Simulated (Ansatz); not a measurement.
Start from `CB[SiH2]O` and change one atom or group to get `CB[SiH2][AlH2]`.

Ansatz, PBE0-D4/def2-TZVP geometries, multiplicity 1. Each molecule was computed in one conformer, which needn't be the lowest.

```
                                          property  `CB[SiH2]O`
size of the dipole moment (ωB97M-V/def2-TZVPP) / D         2.17
               HOMO–LUMO gap (PBE/def2-TZVPP) / eV         3.42
               LUMO energy (B3LYP/def2-TZVPP) / eV        -2.02
               HOMO energy (B3LYP/def2-TZVPP) / eV        -7.33
    size of the dipole moment (PBE/def2-TZVPP) / D         2.14
                 LUMO energy (PBE/def2-TZVPP) / eV        -2.79
```

Q: What does the change do to each property? (An estimate is asked.)

A: Ansatz gave: 
```csv
property,`CB[SiH2][AlH2]`,shift
size of the dipole moment (ωB97M-V/def2-TZVPP) / D,0.78,-1.39
HOMO–LUMO gap (PBE/def2-TZVPP) / eV,2.91,-0.51
LUMO energy (B3LYP/def2-TZVPP) / eV,-2.58,-0.56
HOMO energy (B3LYP/def2-TZVPP) / eV,-6.94,0.39
size of the dipole moment (PBE/def2-TZVPP) / D,0.76,-1.38
LUMO energy (PBE/def2-TZVPP) / eV,-3.21,-0.42
```

With PBE0 the HOMO rises by 0.38 eV and the LUMO falls by 0.60 eV, so the gap narrows by about 0.98 eV. PBE moves the HOMO by 0.08 eV and ωB97M-V by 0.62 eV. The zero-point energy changes by -2.0 kJ/mol with +3 modes. Dipoles are sizes alone; their direction can turn.

B3LYP here is the variant with VWN-RPA as its local correlation; programs differ in this.
